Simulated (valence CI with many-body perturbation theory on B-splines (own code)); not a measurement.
# Cs34+ in three bases

Computed by valence CI with perturbative core correlation (CI+MBPT): three valence electrons over a frozen Dirac-Fock core [Ar], radial functions for each j: 7 s, 7 p, 8 d, 6 f, 4 g, 1 h, with the one-electron correlation potential Σ1, the two-electron term Σ2, the three-electron term Σ3, Breit, model QED; selected CI, second order for the rest, scaled by the run's own slope (own B-spline code, finite nucleus).

The last digits are not significant, and no measured levels were compared; by estimate large intervals hold to a few tenths of a per cent, small ones and those within an open d or f shell to about a per cent. Only levels of the ground parity were solved; by the run's estimate the other parity begins above the list, which can be wrong where configurations are misplaced.

The reference run has the lowest level (3d3/2^3) J=3/2 and an ionisation energy of 2230.57 eV. Its largest variational space holds 4830 state functions.

Levels are named by their leading jj configuration (3d3/2^4 stands for four electrons in 3d with j = 3/2), which in mixed levels can hold well under half, so a name can repeat and another be missing. Letters in brackets count levels of one name in rising energy.

Changed runs:
A. basis 6 s, 6 p, 5 d, 5 f, 1 g
B. basis 5 s, 5 p, 4 d, 4 f

Excitation energies of the reference run in cm⁻¹, and shifts in cm⁻¹:

```
                    Level  Reference      A      B
(3d3/2^2 3d5/2) J=5/2 [a]      99732   -171   -276
    (3d3/2^2 3d5/2) J=3/2     143627    +82   +235
    (3d3/2^2 3d5/2) J=7/2     145340    -23    +18
    (3d3/2^2 3d5/2) J=9/2     158128   +123   +325
    (3d3/2^2 3d5/2) J=1/2     167351   +119   +321
(3d3/2^2 3d5/2) J=5/2 [b]     254514   +126   +301
(3d3/2 3d5/2^2) J=7/2 [a]     256345    +36   +138
    (3d3/2 3d5/2^2) J=9/2     271847   +0.7   +131
(3d3/2 3d5/2^2) J=3/2 [a]     300796   +109   +228
    (3d3/2 3d5/2^2) J=1/2     314883   +243   +564
   (3d3/2 3d5/2^2) J=11/2     327974   +260   +690
(3d3/2 3d5/2^2) J=5/2 [a]     347362   +319   +635
   Ionisation energy (eV)    2230.57  -0.06  -0.08
```
